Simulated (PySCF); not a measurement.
# Pd (palladium, neutral) across methods

[Kr] 4d9 5s1, high-spin 3D determinant (an excited configuration). Computed with PySCF 2.14 in x2c-QZVPPall with one added diffuse shell each of s, p, d, f, g type (14s9p8d5f3g, 143 functions), with scalar relativity by spin-free X2C-1e.

```csv
method,E (hartree),mean ε 4d α (eV),mean ε 4d β (eV),mean ε 5s α (eV),Σ⟨r²⟩ (bohr²),⟨S²⟩
LDA,-5039.98,-7.243,-6.391,-4.976,49.33,2.000
r2SCAN,-5045.31,-7.305,-6.314,-4.948,49.06,2.002
PBE,-5044.91,-7.059,-6.179,-4.730,49.61,2.001
PBE0,-5044.98,-8.756,-7.827,-5.311,49.34,2.001
```

Q: Estimate the same row for UHF.

A: E (hartree) = -5042.80471; mean ε 4d α (eV) = -13.226; mean ε 4d β (eV) = -12.107; mean ε 5s α (eV) = -6.477; Σ⟨r²⟩ (bohr²) = 50.36; ⟨S²⟩ = 2.003.
